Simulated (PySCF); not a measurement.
HCl$_{6}$OSi$_{2}$, charge +1, singlet, at a GFN2-xTB geometry; SVWN5/STO-3G run with PySCF.

The PySCF input:
```python
from pyscf import gto, scf, dft

mol = gto.M(
    atom='''
Cl    2.29208744    0.03072928   -1.64496555
Si    1.65745847    0.37365787    0.19292842
Cl    2.71497859   -0.43606455    1.66053551
Cl    0.91718275    2.16731599    0.53707867
O     0.14596974   -0.70136704    0.28419722
Si   -1.63848008   -0.45849063   -0.15838624
Cl   -1.52131348    0.66159889   -1.77601360
Cl   -2.34859499    0.42063932    1.46044613
Cl   -2.15811472   -2.35117281   -0.43691879
H     0.33071016   -1.58318857    0.64007147
''',
    basis='sto-3g',
    charge=1,
    verbose=4,
)

mf = dft.RKS(mol)
mf.xc = 'lda,vwn'
mf.kernel()
mf.analyze()
```

It wrote (shortened):

```
PySCF version 2.14.0

[INPUT] verbose = 4
[INPUT] num. atoms = 10
[INPUT] num. electrons = 138
[INPUT] charge = 1
[INPUT] spin (= nelec alpha-beta = 2S) = 0
[INPUT] symmetry False subgroup None
[INPUT] Mole.unit = angstrom
[INPUT] Symbol           X                Y                Z      unit          X                Y                Z       unit  Magmom
[INPUT]  1 Cl     2.292087440000   0.030729280000  -1.644965550000 AA    4.331417515155   0.058069923205  -3.108534373845 Bohr   0.0
[INPUT]  2 Si     1.657458470000   0.373657870000   0.192928420000 AA    3.132142571141   0.706111038588   0.364581875445 Bohr   0.0
[INPUT]  3 Cl     2.714978590000  -0.436064550000   1.660535510000 AA    5.130565969158  -0.824042572132   3.137957334015 Bohr   0.0
[INPUT]  4 Cl     0.917182750000   2.167315990000   0.537078670000 AA    1.733224203675   4.095633646491   1.014931593646 Bohr   0.0
[INPUT]  5 O      0.145969740000  -0.701367040000   0.284197220000 AA    0.275842831074  -1.325391618397   0.537054911163 Bohr   0.0
[INPUT]  6 Si    -1.638480080000  -0.458490630000  -0.158386240000 AA   -3.096278611755  -0.866421721379  -0.299306615500 Bohr   0.0
[INPUT]  7 Cl    -1.521313480000   0.661598890000  -1.776013600000 AA   -2.874865826809   1.250240706416  -3.356179297503 Bohr   0.0
[INPUT]  8 Cl    -2.348594990000   0.420639320000   1.460446130000 AA   -4.438201308626   0.794893112023   2.759843205381 Bohr   0.0
[INPUT]  9 Cl    -2.158114720000  -2.351172810000  -0.436918790000 AA   -4.078245766192  -4.443072682424  -0.825656851776 Bohr   0.0
[INPUT] 10 H      0.330710160000  -1.583188570000   0.640071470000 AA    0.624951629011  -2.991792800842   1.209559778448 Bohr   0.0

nuclear repulsion = 1392.97101939326
number of shells = 44
number of NR pGTOs = 234
number of NR cGTOs = 78
basis = sto-3g
ecp = {}

******** <class 'pyscf.dft.rks.RKS'> ********
method = RKS
initial guess = minao
damping factor = 0
level_shift factor = 0
DIIS = <class 'pyscf.scf.diis.CDIIS'>
diis_start_cycle = 1
diis_space = 8
diis_damp = 0
SCF conv_tol = 1e-09
SCF conv_tol_grad = None
SCF max_cycles = 50
direct_scf = True
direct_scf_tol = 1e-13
XC library pyscf.dft.libxc version 7.1.2
    S. Lehtola, C. Steigemann, M. J. T. Oliveira, and M. A. L. Marques,  SoftwareX 7, 1–5 (2018)
XC functionals = lda,vwn
    P. A. M. Dirac,  Math. Proc. Cambridge Philos. Soc. 26, 376 (1930)
    F. Bloch,  Z. Phys. 57, 545 (1929)
    S. H. Vosko, L. Wilk, and M. Nusair,  Can. J. Phys. 58, 1200 (1980)
radial grids:
    Treutler-Ahlrichs [JCP 102, 346 (1995); DOI:10.1063/1.469408] (M4) radial grids

becke partition: Becke, JCP 88, 2547 (1988); DOI:10.1063/1.454033
pruning grids: <function nwchem_prune>
grids dens level: 3
symmetrized grids: False
atomic radii adjust function: <function treutler_atomic_radii_adjust>
small_rho_cutoff = 0
Set gradient conv threshold to 3.16228e-05
Initial guess from minao.
tot grids = 175536
init E= -3366.01021363663
  HOMO = -0.486041645162534  LUMO = -0.169566041036205  gap/eV = 8.61174
cycle= 1 E= -3365.85027388387  delta_E= 0.16  |g|= 0.944  |ddm|= 4.24
  HOMO = -0.412179848758353  LUMO = -0.27008663810549  gap/eV = 3.86655
cycle= 2 E= -3365.46139263015  delta_E= 0.389  |g|= 1.39  |ddm|= 4.57
  HOMO = -0.41551209460492  LUMO = -0.200866122484791  gap/eV = 5.84081
cycle= 3 E= -3366.2256386844  delta_E= -0.764  |g|= 0.131  |ddm|= 2.88
  HOMO = -0.420497651034864  LUMO = -0.214772810514913  gap/eV = 5.59806
cycle= 4 E= -3366.22827662375  delta_E= -0.00264  |g|= 0.093  |ddm|= 0.356
  HOMO = -0.422288322568057  LUMO = -0.211512371335351  gap/eV = 5.73551
cycle= 5 E= -3366.23114758283  delta_E= -0.00287  |g|= 0.00468  |ddm|= 0.158
  HOMO = -0.422124635226342  LUMO = -0.211513448635382  gap/eV = 5.73102
cycle= 6 E= -3366.23115729333  delta_E= -9.71e-06  |g|= 0.000967  |ddm|= 0.012
  HOMO = -0.422127438772919  LUMO = -0.211489103194643  gap/eV = 5.73176
cycle= 7 E= -3366.23115780697  delta_E= -5.14e-07  |g|= 0.000263  |ddm|= 0.00338
  HOMO = -0.422129650114824  LUMO = -0.211478483371502  gap/eV = 5.73211
cycle= 8 E= -3366.23115784617  delta_E= -3.92e-08  |g|= 2.27e-05  |ddm|= 0.000759
  HOMO = -0.422130063540668  LUMO = -0.211477601988576  gap/eV = 5.73215
cycle= 9 E= -3366.23115784632  delta_E= -1.46e-10  |g|= 7.9e-06  |ddm|= 5.09e-05
  HOMO = -0.422129762888905  LUMO = -0.21147732420695  gap/eV = 5.73214
Extra cycle  E= -3366.23115784629  delta_E= 2.36e-11  |g|= 1.03e-05  |ddm|= 4.39e-05
converged SCF energy = -3366.23115784629
**** SCF Summaries ****
Total Energy =                       -3366.231157846293172
Nuclear Repulsion Energy =            1392.971019393261713
One-electron Energy =                -7425.771142098541532
Two-electron Energy =                 2666.568964858986419
Two-electron Coulomb Energy =         2874.164456083191908
DFT Exchange-Correlation Energy =     -207.595491224205375
HOMO-LUMO gap [eV] =                     5.732144825029045
**** MO energy ****
MO #1   energy= -99.4635874846891  occ= 2
MO #2   energy= -99.4629666915694  occ= 2
MO #3   energy= -99.4610698464416  occ= 2
MO #4   energy= -99.4608686824672  occ= 2
MO #5   energy= -99.4596484928983  occ= 2
MO #6   energy= -99.4593499421777  occ= 2
MO #7   energy= -64.7972032982647  occ= 2
MO #8   energy= -64.7970268698192  occ= 2
MO #9   energy= -18.6970395942812  occ= 2
MO #10  energy= -9.1381085867774   occ= 2
MO #11  energy= -9.13750754527316  occ= 2
MO #12  energy= -9.13570135127084  occ= 2
MO #13  energy= -9.13552745376801  occ= 2
MO #14  energy= -9.13400627402775  occ= 2
MO #15  energy= -9.13372560530409  occ= 2
MO #16  energy= -7.03521957505018  occ= 2
MO #17  energy= -7.03462026295418  occ= 2
MO #18  energy= -7.03278701731908  occ= 2
MO #19  energy= -7.03261009272798  occ= 2
MO #20  energy= -7.03113472048866  occ= 2
MO #21  energy= -7.0308566477154   occ= 2
MO #22  energy= -7.01795429286262  occ= 2
MO #23  energy= -7.01735126662754  occ= 2
MO #24  energy= -7.01720786276427  occ= 2
MO #25  energy= -7.01662491240306  occ= 2
MO #26  energy= -7.01563366181129  occ= 2
MO #27  energy= -7.01546451231638  occ= 2
MO #28  energy= -7.01485113573951  occ= 2
MO #29  energy= -7.01467397751069  occ= 2
MO #30  energy= -7.01377795452832  occ= 2
MO #31  energy= -7.0134893230358   occ= 2
MO #32  energy= -7.01328602220088  occ= 2
MO #33  energy= -7.01300617565092  occ= 2
MO #34  energy= -5.23313736960745  occ= 2
MO #35  energy= -5.23268454641623  occ= 2
MO #36  energy= -3.62970066929443  occ= 2
MO #37  energy= -3.62924469192613  occ= 2
MO #38  energy= -3.62913348123172  occ= 2
MO #39  energy= -3.62885926420037  occ= 2
MO #40  energy= -3.62571293131212  occ= 2
MO #41  energy= -3.62496494976687  occ= 2
MO #42  energy= -1.18122312566376  occ= 2
MO #43  energy= -0.980435582857857 occ= 2
MO #44  energy= -0.974634174403784 occ= 2
MO #45  energy= -0.926491693517278 occ= 2
MO #46  energy= -0.923928544852504 occ= 2
MO #47  energy= -0.922259371678839 occ= 2
MO #48  energy= -0.920792199071529 occ= 2
MO #49  energy= -0.721665068499178 occ= 2
MO #50  energy= -0.703687877993826 occ= 2
MO #51  energy= -0.613724490687295 occ= 2
MO #52  energy= -0.590334354597349 occ= 2
MO #53  energy= -0.559968045482103 occ= 2
MO #54  energy= -0.546775673227925 occ= 2
MO #55  energy= -0.545924999869017 occ= 2
MO #56  energy= -0.545336395512578 occ= 2
MO #57  energy= -0.479565855096764 occ= 2
MO #58  energy= -0.465455459964896 occ= 2
MO #59  energy= -0.448195205391571 occ= 2
MO #60  energy= -0.446907417876805 occ= 2
MO #61  energy= -0.443476950433702 occ= 2
MO #62  energy= -0.443184380210125 occ= 2
MO #63  energy= -0.442552199769466 occ= 2
MO #64  energy= -0.439772082753516 occ= 2
MO #65  energy= -0.434081369489065 occ= 2
MO #66  energy= -0.43278520601334  occ= 2
MO #67  energy= -0.428286581955999 occ= 2
MO #68  energy= -0.424826651026908 occ= 2
MO #69  energy= -0.422129762888905 occ= 2
MO #70  energy= -0.21147732420695  occ= 0
MO #71  energy= -0.190445669744615 occ= 0
MO #72  energy= -0.160939820951931 occ= 0
MO #73  energy= -0.0891804119974212 occ= 0
MO #74  energy= -0.068847448676713 occ= 0
MO #75  energy= -0.058509081323784 occ= 0
MO #76  energy= -0.0441950707623697 occ= 0
MO #77  energy= -0.0422291136276298 occ= 0
 ** Mulliken pop on meta-lowdin orthogonal AOs  **
 ** Mulliken pop  **
 ** Mulliken atomic charges  **
charge of    0Cl =     -0.08183
charge of    1Si =      0.73107
charge of    2Cl =     -0.08768
charge of    3Cl =     -0.08435
charge of    4O =     -0.19625
charge of    5Si =      0.73124
charge of    6Cl =     -0.08469
charge of    7Cl =     -0.08214
charge of    8Cl =     -0.08828
charge of    9H =      0.24292

WARN: System has nonzero charge 1; the dipole moment is origin-dependent.
Location of origin: [0. 0. 0.]

Dipole moment(X, Y, Z, Debye):  0.50413, -2.31730,  0.93943
```
